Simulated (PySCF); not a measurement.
Level of theory: core-valence-separated Tamm–Dancoff BHandHLYP/aug-pcX-1 (pcseg-1 on H, def2-SVPD on Si) in PySCF, non-relativistic, gas phase, PBE0-D3(BJ)/def2-SVP geometry. No empirical shift is added; at this level the pattern usually sits a few eV under experiment.

Main lines of an unknown, eV (oscillator strength): C K: 283.0 (0.054), 284.3 (0.077), 284.4 (0.073), 285.6 (0.009), 285.9 (0.023); N K: 399.4 (0.025), 400.3 (0.011), 401.2 (0.035), 402.6 (0.007), 403.1 (0.004). Listed: the first five lines at most of each edge with a tenth or more of its strongest line's intensity; roots within 0.03 eV on the same or equivalent atoms are summed. Only the lowest roots were sought, and the top ones are left out.

Problem. Which candidate gives them?
A. `CO[SiH2]OCC#N`
B. `C=CO[SiH2]C(N)=O`

Solution. B. 

- `C=CO[SiH2]C(N)=O`: C K: 283.0 (0.054), 284.3 (0.077), 284.4 (0.073), 285.6 (0.009), 285.9 (0.023); N K: 399.4 (0.025), 400.3 (0.011), 401.2 (0.035), 402.6 (0.007), 403.1 (0.004). First C line listed at 283.0 eV, hole on the terminal =CH2 carbon (1s→π*); first N line listed at 399.4 eV, hole on the nitrogen bound to a carbonyl carbon.
- `CO[SiH2]OCC#N`: C K: 283.8 (0.058), 284.1 (0.065), 286.8 (0.028), 287.2 (0.009), 287.4 (0.030); N K: 397.0 (0.064), 397.5 (0.063). First C line listed at 283.8 eV, hole on the nitrile carbon (1s→π*); first N line listed at 397.0 eV, hole on the nitrile nitrogen (1s→π*).

One conformer each; other structures than these candidates weren't tested.

The values belong to the conformer `[CH2:1]=[CH:2][O:3][SiH2:4][C:5]([NH2:6])=[O:7]`: C1–C2–O3–Si4 0°, C2–O3–Si4–C5 -179°, O3–Si4–C5–N6 1°, H–N6–C5–Si4 0°, H–N6–C5–Si4 179°.
